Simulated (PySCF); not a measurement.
C8H6N2Se, SMILES c1c[se]c(-c2cncnc2)c1.

Coordinates come from a B3LYP-D3(BJ)/def2-SVP optimisation. The structure was generated by enumeration, and PubChem lists no compound with its InChIKey, so it may never have been made. Other conformers were not sampled.

Level of theory: TDA-PBE/def2-SVP in PySCF.

Vertical excitations. Isolated molecule, no solvent.

Computed excitation energies, oscillator strengths and character:
```
state  energy (eV)  λ (nm)      f                                                               main pairs
-----  -----------  ------  -----  -----------------------------------------------------------------------
S1            3.17     391  0.006                                         HOMO→LUMO 81 %, HOMO−1→LUMO 19 %
S2            3.64     340  0.004                                                         HOMO→LUMO+1 98 %
S3            3.94     315  0.008                                                       HOMO−1→LUMO+1 88 %
S4            4.03     308  0.086                   HOMO−2→LUMO+1 44 %, HOMO−1→LUMO 22 %, HOMO−2→LUMO 17 %
S5            4.13     300  0.087                   HOMO−2→LUMO+1 51 %, HOMO−2→LUMO 23 %, HOMO−1→LUMO 14 %
S6            4.29     289  0.169  HOMO−2→LUMO 45 %, HOMO−1→LUMO 23 %, HOMO→LUMO+2 10 %, HOMO−2→LUMO+2 8 %
T1            2.83     438      0                                         HOMO→LUMO 59 %, HOMO−1→LUMO 38 %
T2            3.10     400      0                                         HOMO−1→LUMO 59 %, HOMO→LUMO 40 %
```
Triplets are in the Tamm–Dancoff approximation.
